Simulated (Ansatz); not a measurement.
`C[SiH](O)[GaH2]` at its PBE0-D4/def2-TZVP geometry, where that method's forces vanish. The species carries charge 0 and has multiplicity 1.

```xyz
11

C     0.6296   -1.4949   -0.1469
Si   -0.3182   -0.0107    0.4873
O    -1.9128   -0.0532    0.0124
Ga    0.4382    2.1069   -0.4177
H     1.6729   -1.4442    0.1799
H     0.2090   -2.4291    0.2367
H     0.6190   -1.5351   -1.2384
H    -0.2419   -0.0533    1.9827
H    -2.4674   -0.7425    0.3813
H     1.0586    2.2011   -1.8653
H     0.3128    3.4550    0.3880
```

What forces (eV/Å) does PBE-D4/def2-TZVPP give on these atoms in Ansatz 0.2.0? (Estimate.)

Computed: 
```
C1   0.003  0.033  0.004
Si2  0.292  0.064  0.085
O3  -0.203  0.337 -0.329
Ga4 -0.015 -0.026  0.015
H5   0.204  0.000  0.056
H6  -0.078 -0.180  0.076
H7   0.004 -0.011 -0.206
H8   0.030  0.006  0.169
H9  -0.271 -0.321  0.175
H10  0.038  0.013 -0.086
H11 -0.004  0.085  0.042
```
